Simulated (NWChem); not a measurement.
Molecule: C2H3F2NSi; SMILES N#CC(F)(F)[SiH3]

```xyz
9

N     -0.9971    -2.3609     0.0000
C     -0.3496    -1.3985     0.0000
C      0.3734    -0.1105     0.0000
F      1.1840    -0.0711    -1.1090
F      1.1840    -0.0711     1.1090
Si    -0.7813     1.4468     0.0000
H     -1.6139     1.3991    -1.2237
H      0.1222     2.6194     0.0000
H     -1.6139     1.3991     1.2237
```
Atoms are numbered in this order, from 1.

All runs: NWChem. Pople sets run with spherical d functions. Coordinates come from a B3LYP/6-31G* (spherical d) optimisation. Atomic charges in e: unrestrained fits to the electrostatic potential beside Mulliken populations; buried atoms are poorly determined by the fit.

For level Hartree-Fock/6-31G*:

| Quantity | Result |
|---|---|
| Mulliken N1 | -0.36 |
| Mulliken C2 | 0.17 |
| Mulliken C3 | 0.72 |
| Mulliken F4 | -0.43 |
| Mulliken F5 | -0.43 |

**Question.** What are these values for level B3LYP/def2-SVP?

**Answer.** 
* **Mulliken N1**: 0.04
* **Mulliken C2**: -0.14
* **Mulliken C3**: 0.22
* **Mulliken F4**: -0.20
* **Mulliken F5**: -0.20
